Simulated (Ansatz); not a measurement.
`[SiH3]N[SiH2][SiH2]Cl` + `N=CO` → `O/C=N/[SiH2]Cl` + `[SiH3]N[SiH3]`  (cleavage of the Si–Si bond)

Isolated molecules relaxed with PBE0-D4/def2-TZVP in Ansatz; ΔE leaves out vibrations. CCSD(T)/CBS is the MP2 limit (def2-TZVPP, def2-QZVPP) plus CCSD(T) − MP2 in def2-TZVPP, frozen cores. This one scheme is used for every species. Functionals use def2-TZVPP. B3LYP here is the variant with VWN-RPA as its local correlation; programs differ in this. Each species was taken in one conformer, which may not be the lowest.

`[SiH3]N[SiH2][SiH2]Cl`:

Cartesian coordinates in Å:
```
Si 1.532 0.279 1.254
N 0.455 1.270 0.336
Si -0.554 0.822 -0.990
Si -1.255 -1.407 -0.788
Cl -1.854 -1.737 1.163
H 1.439 -1.088 0.682
H 1.170 0.249 2.695
H 2.939 0.753 1.151
H 0.413 2.245 0.596
H -1.757 1.700 -0.992
H 0.100 0.976 -2.324
H -2.424 -1.659 -1.671
H -0.203 -2.403 -1.111
```

`N=CO`:

Z-matrix (Å, degrees):
```
C
O 1 1.336
N 1 1.258 2 122.1
H 1 1.092 2 110.5 3 -180.0
H 2 0.968 1 106.6 3 -0.0
H 3 1.014 1 111.3 2 180.0
```

`O/C=N/[SiH2]Cl`:

Cartesian coordinates in Å:
```
O -1.747 -1.013 1.404
C -0.866 -0.716 0.450
N -0.113 0.288 0.496
Si 1.054 0.788 -0.645
Cl 1.169 -0.486 -2.271
H -1.674 -0.325 2.083
H -0.904 -1.463 -0.348
H 0.692 2.125 -1.162
H 2.388 0.803 -0.006
```

`[SiH3]N[SiH3]`:

Z-matrix (Å, degrees):
```
Si
N 1 1.726
H 1 1.490 2 112.6
H 1 1.484 2 107.4 3 119.9
H 1 1.489 2 110.9 3 -120.0
Si 2 1.726 1 128.9 3 -109.8
H 2 1.011 1 115.5 3 66.2
H 6 1.490 2 112.6 1 109.8
H 6 1.484 2 107.4 1 -10.1
H 6 1.488 2 110.9 1 -130.1
```

(1) Is it downhill or uphill in electronic energy at CCSD(T)/CBS, and by how much? (An estimate is asked.)

(2) What do these levels give: r2SCAN-D4, B3LYP-D4, B3LYP, SCS-MP2/def2-TZVPP, HF/def2-QZVPP, HF/CBS(def2)? (An estimate is asked.)

Largest T1 diagnostic among the species: 0.014.

Results:

(1) The calculation gave: Downhill: ΔE = -0.71 eV.

(2) Computed: r2SCAN-D4 -0.70, B3LYP-D4 -0.70, B3LYP -0.79, SCS-MP2/def2-TZVPP -0.84, HF/def2-QZVPP -0.96, HF/CBS(def2) -0.96 eV.

The D4 term adds +0.09 eV with B3LYP and +0.05 eV with PBE0; it sums over pairs of atoms, weighted by their polarisabilities, and B3LYP, whose exchange is more repulsive, gets the larger term. In def2-TZVPP, CCSD(T) changes the Hartree–Fock value by +0.23 eV (the triples alone add +0.02 eV) and MP2 by +0.13 eV.
